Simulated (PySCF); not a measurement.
Compound: C7H11 (doublet state).
Structure used (GFN2-xTB), in Å, numbered top down from 1:
```
atom  x, y, z in Å
C1     2.0521   -0.6400    0.1810
C2     1.1650    0.5980    0.1485
C3    -0.2992    0.2395   -0.0203
C4    -1.1344   -0.6200    0.9443
C5    -2.0204   -0.1493   -0.2166
C6    -1.4452    1.2658   -0.0884
C7    -0.9120   -0.5153   -1.2126
H8     1.9574   -1.2017   -0.7452
H9     1.7737   -1.2869    1.0096
H10    3.0937   -0.3529    0.3035
H11    1.2768    1.1625    1.0779
H12    1.4590    1.2468   -0.6808
H13   -0.9033   -1.6795    0.9902
H14   -1.3370   -0.2040    1.9265
H15   -1.4849    1.9015   -0.9677
H16   -1.6692    1.8148    0.8214
H17   -0.9149   -0.0051   -2.1710
H18   -0.6660   -1.5679   -1.3121
```

The hyperfine couplings belong to this conformer and change with its torsions.

Identity: `CCC12C[C](C1)C2` [radical].

Method used: PySCF, UKS B3LYP, pcH-1 on C H, non-relativistic, mean-field spin-orbit, GIAO. Geometry: GFN2-xTB, one conformer, isolated molecule. A GFN2-xTB geometry isn't a minimum of the functional, and hyperfine couplings can be far from their values at a DFT geometry. Stability of the SCF solution: not tested.

Problem. Predict the first-order ENDOR lines of H11/H12, H13 (×6) and H8/H9/H10 under fast tumbling at B = 343.7 mT (X band).

Solution. ν± = |νn ± a/2|, one line for each electron-spin manifold; νn = |g_N| × 7.62259 MHz/T × B.

```csv
nuclei,isotope,g_N,νn (MHz),a_iso (MHz),lower line (MHz),upper line (MHz)
H11/H12,1H,5.5857,14.63,-4.82,12.22,17.04
H13 (×6),1H,5.5857,14.63,-2.63,13.32,15.95
H8/H9/H10,1H,5.5857,14.63,1.37,13.95,15.32
```

Problem. Which pairs are centred on the nuclear Larmor frequency, and which on half the coupling?

Solution. Centred on νn, since |a| < 2νn: H11/H12, H13 (×6) and H8/H9/H10. No pair has |a| > 2νn.

Nuclei that the bonding pattern makes equivalent are averaged, as if the motion that swaps them (rotation, inversion, ring flip) were fast.

On an Arm Neoverse V2 with one thread, shared host with 96 logical CPUs at a one-minute load of 84, this took 78 s of wall time (with the writing of density and orbital grids) and 1.0 GiB of memory at its peak.
